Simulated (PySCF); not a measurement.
Electron correlation in As³⁺ (arsenic, charge +3)

[Ar] 3d10 4s2, closed-shell 1S. Computed with PySCF 2.14 in def2-SVP (5s4p3d, 32 functions), with the non-relativistic Hamiltonian (point nucleus). Frozen: [Ar] 3d10; 2 electrons correlated.

Total MP2 correlation energy: -28.65 mhartree.

Same-spin part 0.00 and opposite-spin part -28.65 mhartree; SCS-MP2 scales them by 1/3 and 6/5 to -34.38 mhartree.

With two correlated electrons CCSD is exact within the correlated space (frozen core and kept virtual orbitals).

```csv
level,correlation energy (mhartree)
CCSD,-41.43
```

Diagnostics: T1 = 0.0032, D1 = 0.0045, largest double amplitude 0.105.

Cost of the coupled-cluster step: 0.05 s of wall time on 1 thread of Neoverse-V1 (shared host), for 2 correlated electrons.

Iterations:

```
CC2 = 0
CCSD nocc = 1, nmo = 18
frozen orbitals [0, 1, 2, 3, 4, 5, 6, 7, 8, 9, 10, 11, 12, 13]
max_cycle = 100
direct = 0
conv_tol = 1e-08
conv_tol_normt = 1e-06
diis_space = 8
diis_start_cycle = 0
Init t2, MP2 energy = -2231.92680902598  E_corr(MP2) -0.0286510832768037
Init E_corr(CCSD) = -0.0286510832768312
cycle = 1  E_corr(CCSD) = -0.0368837062816174  dE = -0.008232623  norm(t1,t2) = 0.0422045
cycle = 2  E_corr(CCSD) = -0.0396656404951352  dE = -0.00278193421  norm(t1,t2) = 0.0164863
cycle = 3  E_corr(CCSD) = -0.0414386285793359  dE = -0.00177298808  norm(t1,t2) = 0.00677707
cycle = 4  E_corr(CCSD) = -0.0414301020791008  dE = 8.52650024e-06  norm(t1,t2) = 0.000218155
cycle = 5  E_corr(CCSD) = -0.0414319919569047  dE = -1.8898778e-06  norm(t1,t2) = 1.21672e-05
cycle = 6  E_corr(CCSD) = -0.0414311369691583  dE = 8.54987746e-07  norm(t1,t2) = 2.51183e-06
cycle = 7  E_corr(CCSD) = -0.0414312082760621  dE = -7.13069038e-08  norm(t1,t2) = 4.14842e-07
cycle = 8  E_corr(CCSD) = -0.0414312439334209  dE = -3.56573588e-08  norm(t1,t2) = 1.61585e-07
cycle = 9  E_corr(CCSD) = -0.0414312458892367  dE = -1.95581584e-09  norm(t1,t2) = 3.49113e-08
CCSD converged
E(CCSD) = -2231.93958918859  E_corr = -0.04143124588923674
```
